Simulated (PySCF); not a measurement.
C3H6Cl2, SMILES ClC(C)(C)Cl. The structure is a stationary point at PBE-D3(BJ)/def2-SVP.

Computed equilibrium geometry at PBE-D3(BJ)/def2-SVP (PySCF confirms it by a frequency run) as Cartesian coordinates in Å, and its point group:
point group C2v.
```xyz
11

C      0.0000     1.2779     1.1726
C      0.0000     0.0000     0.3485
C      0.0000    -1.2779     1.1726
Cl    -1.4769     0.0000    -0.7190
Cl     1.4769     0.0000    -0.7190
H      0.9028     1.3075     1.8145
H      0.0000     2.1649     0.5129
H     -0.9028     1.3075     1.8145
H      0.9028    -1.3075     1.8145
H      0.0000    -2.1649     0.5129
H     -0.9028    -1.3075     1.8145
```
